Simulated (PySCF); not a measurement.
How methods differ on the ionisation energy of Ti

Ti [Ar] 3d2 4s2 (3F) → Ti+ [Ar] 3d2 4s1 (4F), as a difference of total energies. Calculation: PySCF 2.14, in def2-SVP (5s3p2d1f, 31 functions); no relativity, point nucleus. Correlated levels: valence: [Ar] frozen. The calculations carry no spin-orbit coupling.

Question: Order these methods by the ionisation energy they give, lowest first.
A. UHF
B. MP2 (valence)
C. SCS-MP2 (valence)
D. PBE0

Answer: A (5.529 eV), B (6.134 eV), C (6.252 eV), D (6.551 eV).

These non-relativistic numbers lack the scalar-relativistic shift.

Errors of the correlated levels include the incompleteness of this basis and the frozen core.

MP2 underrates the near-degeneracy of ns² with np² in the lower species.

For comparison: 6.828 eV (measured; NIST levels, between the centres of gravity of the two terms).
